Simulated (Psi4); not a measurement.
singlet oxygen (O2), singlet, at a GFN2-xTB geometry, atoms displaced at random by about 0.1 Å a coordinate; B3LYP/6-311G** run with Psi4 1.11.

Here is a job for Psi4.
```
memory 2 GB

molecule {
0 1
O    -0.04919266   -0.04187090   -0.75451405
O     0.15204196    0.02904028    0.56625214
}

set {
  basis 6-311g**
  intrafrag_step_limit 0.05
}

optimize('b3lyp')
print_variables()
```

Write the output that Psi4 gives for this input, abridged.


```
gradient() will perform analytic gradient computation.

   => Loading Basis Set <=

    Name: 6-311G**
    Role: ORBITAL
    Keyword: BASIS

         ---------------------------------------------------------
                                   SCF
               by Justin Turney, Rob Parrish, Andy Simmonett
                          and Daniel G. A. Smith
                              RKS Reference
         ---------------------------------------------------------

  ==> Geometry <==

    Molecular point group: d2h
    Full point group: D_inf_h

    Geometry (in Angstrom), charge = 0, multiplicity = 1:

       Center              X                  Y                   Z               Mass
    ------------   -----------------  -----------------  -----------------  -----------------
         O            0.000000000000     0.000000000000    -0.668944522435    15.994914619570
         O           -0.000000000000     0.000000000000     0.668944522435    15.994914619570

  Running in d2h symmetry.

  Rotational constants: A = ************  B =      1.17762  C =      1.17762 [cm^-1]
  Rotational constants: A = ************  B =  35304.09423  C =  35304.09423 [MHz]
  Nuclear repulsion =   25.314013604301266

  Charge       = 0
  Multiplicity = 1
  Electrons    = 16
  Nalpha       = 8
  Nbeta        = 8

  ==> Algorithm <==

  SCF Algorithm Type is DF.
  DIIS enabled.
  MOM disabled.
  Fractional occupation disabled.
  Guess Type is SAD.
  Energy threshold   = 1.00e-08
  Density threshold  = 1.00e-08
  Integral threshold = 1.00e-12

  ==> Primary Basis <==

  Basis Set: 6-311G**
    Blend: 6-311G**
    Number of shells: 16
    Number of basis functions: 36
    Number of Cartesian functions: 38
    Spherical Harmonics?: true
    Max angular momentum: 2

  ==> DFT Potential <==

   => LibXC <=

    Version 7.1.2
    S. Lehtola, C. Steigemann, M. J. T. Oliveira, and M. A. L. Marques,  SoftwareX 7, 1–5 (2018) (10.1016/j.softx.2017.11.002)

   => Composite Functional: B3LYP <=

    B3LYP Hyb-GGA Exchange-Correlation Functional

    P. J. Stephens, F. J. Devlin, C. F. Chabalowski, and M. J. Frisch,  J. Phys. Chem. 98, 11623 (1994) (10.1021/j100096a001)

    Deriv               =              1
    GGA                 =           TRUE
    Meta                =          FALSE

    Exchange Hybrid     =           TRUE
    MP2 Hybrid          =          FALSE

   => Exchange Functionals <=

    0.0800   Slater exchange
    0.7200         Becke 88

   => Exact (HF) Exchange <=

    0.2000               HF

   => Correlation Functionals <=

    0.1900   Vosko, Wilk & Nusair (VWN5_RPA)
    0.8100   Lee, Yang & Parr

   => LibXC Density Thresholds  <==

    XC_HYB_GGA_XC_B3LYP:  1.00E-15

   => Molecular Quadrature <=

    Radial Scheme          =       TREUTLER
    Pruning Scheme         =           NONE
    Nuclear Scheme         =       TREUTLER

    Blocking Scheme        =         OCTREE
    BS radius alpha        =              1
    Pruning alpha          =              1
    Radial Points          =             75
    Spherical Points       =            302
    Total Points           =          41912
    Total Blocks           =            370
    Max Points             =            256
    Max Functions          =             36
    Weights Tolerance      =       1.00E-15

   => Loading Basis Set <=

    Name: (6-311G** AUX)
    Role: JKFIT
    Keyword: DF_BASIS_SCF

  ==> Integral Setup <==

  SCF_SUBTYPE=INCORE selected. In-core MEM_DF algorithm will be used.
  Using in-core AOs.

  ==> MemDFJK: Density-Fitted J/K Matrices <==

    J tasked:                   Yes
    K tasked:                   Yes
    wK tasked:                   No
    Algorithm:                 Core
    Schwarz Cutoff:           1E-12
    Mask sparsity (%):       0.0000
    Fitting Condition:        1E-10

   => Auxiliary Basis Set <=

  Basis Set: (6-311G** AUX)
    Blend: CC-PVTZ-JKFIT
    Number of shells: 50
    Number of basis functions: 158
[...]
  @DF-RKS Final Energy:  -150.29027764221811
    Total Energy =                       -150.2902776422181432
  @DF-RKS Final Energy:  -150.30175746857134
    Total Energy =                       -150.3017574685713100
  @DF-RKS Final Energy:  -150.30230191796900
    Total Energy =                       -150.3023019179690039
  @DF-RKS Final Energy:  -150.30253608428816
    Total Energy =                       -150.3025360842881355
  @DF-RKS Final Energy:  -150.30259724011083
    Total Energy =                       -150.3025972401108277
  @DF-RKS Final Energy:  -150.30262250440981
    Total Energy =                       -150.3026225044098112
  @DF-RKS Final Energy:  -150.30262818711788
    Total Energy =                       -150.3026281871178753
[...]
    MP2 Hybrid          =          FALSE

   => Exchange Functionals <=

    0.0800   Slater exchange
    0.7200         Becke 88

   => Exact (HF) Exchange <=

    0.2000               HF

   => Correlation Functionals <=

    0.1900   Vosko, Wilk & Nusair (VWN5_RPA)
    0.8100   Lee, Yang & Parr

   => LibXC Density Thresholds  <==

    XC_HYB_GGA_XC_B3LYP:  1.00E-15

   => Molecular Quadrature <=

    Radial Scheme          =       TREUTLER
    Pruning Scheme         =           NONE
    Nuclear Scheme         =       TREUTLER

    Blocking Scheme        =         OCTREE
    BS radius alpha        =              1
    Pruning alpha          =              1
    Radial Points          =             75
    Spherical Points       =            302
    Total Points           =          41886
    Total Blocks           =            366
    Max Points             =            253
    Max Functions          =             36
    Weights Tolerance      =       1.00E-15

  -Total Gradient:
     Atom            X                  Y                   Z
    ------   -----------------  -----------------  -----------------
       1        0.000000000000     0.000000000000     0.000288138775
       2        0.000000000000     0.000000000000    -0.000288138775

    			-----------------------------------------

    			 OPTKING 3.0: for geometry optimizations

    			     By R.A. King, Bethel University

    			        with contributions from

    			    A.V. Copan, J. Cayton, A. Heide

    			-----------------------------------------

	                            ===> Fragment 1 <==

	 Z (Atomic Numbers)          Masses                          Geom
	       8.000000            15.994915          0.00000000  0.00000000 -1.13990877
	       8.000000            15.994915          0.00000000  0.00000000  1.13990877

	 - Coordinate -           - BOHR/RAD -       - ANG/DEG -
	 R(1,2)           =         2.279818           1.206427

	        --- Internal Coordinate Step in ANG or DEG, aJ/ANG or AJ/DEG ---
	-------------------------------------------------------------------------------
	           Coordinate      Previous         Force          Change          New
	           ----------      --------        ------          ------        ------
	               R(1,2)       1.20643        0.00237        0.00018       1.20661
	-------------------------------------------------------------------------------

	                                 ==> Convergence Check <==

	Measures of convergence in internal coordinates in au.

	Criteria marked as inactive (o), active & met (*), and active & unmet ( ).

	----------------------------------------------------------------------------------------------
	   Step    Total Energy     Delta E     Max Force     RMS Force      Max Disp      RMS Disp
	----------------------------------------------------------------------------------------------
	  Convergence Criteria     1.00e-06 *    3.00e-04 *             o    1.20e-03 *             o
	----------------------------------------------------------------------------------------------
	     8    -150.30262819   -5.68e-06      2.88e-04 *    2.88e-04 o    3.41e-04 *    3.41e-04 o  ~
	----------------------------------------------------------------------------------------------

Next Geometry in Ang
	Fragment 1 (Ang)

	    O   0.0000000000   0.0000000000  -0.6033039615
	    O   0.0000000000   0.0000000000   0.6033039615

    Final optimized geometry and variables:
    Molecular point group: d2h
    Full point group: D_inf_h

    Geometry (in Angstrom), charge = 0, multiplicity = 1:

    O            0.000000000000     0.000000000000    -0.603213744856
    O            0.000000000000     0.000000000000     0.603213744856

  Variable Map:
  ----------------------------------------------------------------------------
[...]
  Array Variable Map:
  ----------------------------------------------------------------------------
[...]
Optimizer: Optimization complete!
```
